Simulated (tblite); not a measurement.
Task: What does the GFN2-xTB structure of `[CH](CC=C)C(=O)O[SiH3]` [radical] look like in three dimensions? (Doublet state.)

Result: 
Z-matrix in Å and degrees, rows numbered from 1:
```
C 
C   1  1.3192
C   2  1.5073  1  124.42
C   3  1.4737  2  110.14  1  -112.57
C   4  1.4253  3  121.57  2  -123.79
O   5  1.2223  4  124.98  3    -0.58
O   5  1.3421  4  113.96  3   179.85
Si  7  1.6558  5  120.61  4   178.77
H   1  1.0768  2  121.77  3  -179.68
H   1  1.0779  2  122.02  3    -0.29
H   2  1.0812  1  120.92  3  -179.04
H   3  1.0963  2  108.24  1     7.53
H   3  1.0931  2  110.82  1   127.05
H   4  1.0782  3  119.93  2    54.01
H   8  1.4585  7  109.40  5   -61.34
H   8  1.4566  7   97.65  5  -179.90
H   8  1.4585  7  109.74  5    61.41
```

Si8 (silicon bonded to O and 3 H) is distorted tetrahedral (angles from 97.6° to 113.8°). Of the pairs four or more bonds apart, O6···H13 is among the closest relative to their van der Waals radii: 2.46 Å, 90 % of the sum of Bondi's values. The 2 C–O bonds span 1.222 Å (C5=O6, drawn double in one of several resonance forms) to 1.342 Å (C5–O7, drawn single), a spread of 0.120 Å. C1 (carbon bonded to C and 2 H) is planar (angles 122.0°, 121.8° and 116.2°, sum 360.0°, 0.00 Å off the plane of its three neighbours).

Structure optimised with GFN2-xTB, isolated species. This method treats the open shell by occupation alone, without spin polarisation.

Point group: C1 (no symmetry element, even within 0.4 Å). Its lowest GFN2-xTB frequency is 8 cm⁻¹, too small to tell a flat minimum from a shallow saddle. Torsions: C1–C2–C3–C4 -113°, C2–C3–C4–C5 -124°, C3–C4–C5–O6 -1°, C4–C5–O7–Si8 179°.

The run took 0.43 s wall on Arm Neoverse V1, one thread, no GPU, shared host with 32 logical CPUs at a one-minute load of 11. That covers the optimisation of the geometry.

One conformer stands for the species.

The numbers are calculated, not measured.
